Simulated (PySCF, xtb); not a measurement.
C₂H₄BF₂N, SMILES NB(F)/C=C\F.

GFN2-xTB in xtb 6.7.1 at its own geometry gives an orbital gap of 4.44 eV and a dipole moment of 1.05 D.

Geometry optimised at PBE-D3(BJ)/def2-SVP. The structure was generated by enumeration; whether it is a known compound was not checked. Other conformers were not sampled.

Problem. What does PBE/def2-TZVP run with PySCF give? (Estimate from the structure and the level; the computed values follow.)

Solution. gap 4.60 eV (levels -6.38 and -1.77 eV), dipole 1.38 D.
